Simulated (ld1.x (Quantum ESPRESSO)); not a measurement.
## An all-electron radial function and its pseudo partner (germanium (Ge))

Columns: radius, all-electron u(r) and pseudo u(r) of the 3p shell (level -135.57 eV) of germanium in the configuration [Ne] 3s2 3p6 3d10 4s2 4p0; PBE, scalar-relativistic, ultrasoft scheme, ld1.x (Quantum ESPRESSO) 7.5.

```csv
r (bohr),all-electron,pseudo
0.100,0.7082,-0.0955
0.200,0.2579,-0.3505
0.300,-0.5585,-0.6834
0.400,-1.1077,-0.9930
0.500,-1.3264,-1.1956
0.600,-1.3194,-1.2528
0.700,-1.1946,-1.1789
0.800,-1.0239,-1.0245
0.900,-0.8478,-0.8482
1.000,-0.6859,-0.6859
1.100,-0.5459,-0.5459
1.200,-0.4293,-0.4293
1.300,-0.3346,-0.3346
1.400,-0.2590,-0.2590
1.500,-0.1994,-0.1994
1.600,-0.1528,-0.1528
1.700,-0.1167,-0.1167
1.800,-0.0888,-0.0888
1.900,-0.0674,-0.0674
2.000,-0.0510,-0.0510
2.100,-0.0385,-0.0385
2.200,-0.0290,-0.0290
2.300,-0.0219,-0.0219
2.400,-0.0164,-0.0164
2.500,-0.0123,-0.0123
2.600,-0.0092,-0.0092
```

Problem. How many radial nodes do the two functions have?

Solution. The all-electron 3p function has n − l − 1 = 1; the pseudo-wave has 0, since the states of the same l below it are removed with the core.

Problem. At about which radius was the pseudo-wave matched?

Solution. 0.95 bohr, where the columns begin to agree (steps of 0.10 bohr).

Problem. Is the pseudo-wave norm-conserving?

Solution. No, it belongs to an ultrasoft set: the norm inside the radius is not constrained, and the difference is carried by the augmentation charge.
